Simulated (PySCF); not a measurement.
C2H6Mg, charge +1, doublet, at a GFN2-xTB geometry (such geometries of metal compounds can be far from the true shape) (a state made from the parent by changing its charge; the spin is typed, not shown lowest). Base run: MN15/pcseg-1 (PySCF).

PySCF was given this input:
```python
from pyscf import gto, scf, dft

mol = gto.Mole()
mol.atom = '''
    Mg    0.00705786    0.00720968    0.01006608
    C     1.67870313    0.25978596   -1.37486811
    H     2.34125803   -0.58841968   -1.20359416
    H     2.14078231    1.21313577   -1.11917040
    H     1.24221112    0.25803314   -2.37349956
    C    -1.68693880   -0.26819879    1.36312221
    H    -2.16400157   -1.19965198    1.05882108
    H    -2.32968862    0.60023795    1.22009471
    H    -1.26584153   -0.31937437    2.36703082
'''
mol.basis = 'pcseg-1'
mol.charge = 1
mol.spin = 1
mol.verbose = 4
mol.build()

mf = dft.UKS(mol)
mf.xc = 'mn15'
mf.kernel()
mf.analyze()
```

Each row names what was changed in the base input (with any setting that the change needs).

| change | ΔE vs base (µEh) | grid points | electrons on the grid |
|---|---|---|---|
| base | 0.0 | 105664 | 28.99998 |
| grids.prune = dft.gen_grid.treutler_prune | 8.3 | 92624 | 28.99999 |
| grids.level = 4 | -2.0 | 179424 | 29.00000 |
| grids.becke_scheme = stratmann | -0.4 | 105664 | 28.99999 |
| grids.level = 1 | 446 | 31424 | 29.00008 |
| grids.radi_method = gauss_chebyshev | -1.5 | 102688 | 28.99998 |
| grids.radi_method = mura_knowles | 0.1 | 101000 | 28.99998 |
| grids.prune = off | 0.0 | 170624 | 28.99998 |
| grids.level = 2 | -2.2 | 66184 | 28.99998 |
| grids.atom_grid = (50, 194) | 361 | 59304 | 29.00001 |
| grids.prune = dft.gen_grid.sg1_prune | -22.2 | 44720 | 29.00004 |

Open shells are given as the SCF converged; they aren't shown to be the lowest states, and a large step between rows can be another state.
